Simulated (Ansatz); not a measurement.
Species: sum formula SiN$_{3}$H$_{6}$ (charge -1, singlet). It need not be the lowest isomer of its formula. Whether it binds its extra electron was not tested at this geometry. 
Structure (B3LYP-D3(BJ)/def2-TZVP (Ansatz, a first-principles code) minimum search):
```
Si
N 1 1.6488
H 2 1.0161 1 116.15
N 1 1.7850 2 115.54 3 -44.62
H 4 1.0144 1 111.31 2 -43.22
H 4 1.0154 5 107.86 1 125.60
N 1 1.7879 2 109.16 3 -168.26
H 7 1.0137 1 111.98 2 -106.18
H 7 1.0155 8 107.33 1 -119.44
H 1 1.5279 2 123.29 3 76.26
```
Charge -1, spin multiplicity 1.

Basis-set convergence of Hartree-Fock and MP2 correlation energies (hartree) with Ansatz. Correlated levels leave the core frozen unless marked. Spin-orbit coupling is left out. Non-relativistic.

| basis | functions | E(HF) | E(corr, MP2) |
|---|---|---|---|
| aug-cc-pV(D+d)Z | 155 | -455.85818 | -0.67945 |
| aug-cc-pV(T+d)Z | 331 | -455.91720 | -0.81350 |
| aug-cc-pV(Q+d)Z | 605 | -455.93068 | -0.86076 |

Extrapolating the two largest sets (X = 3 and 4) as X^-3: E(corr) = (64·(-0.86076) - 27·(-0.81350))/37 = -0.8952 Eh, an estimate of the basis-set limit. The largest set recovers 96.1 % of it, the smallest 75.9 %.
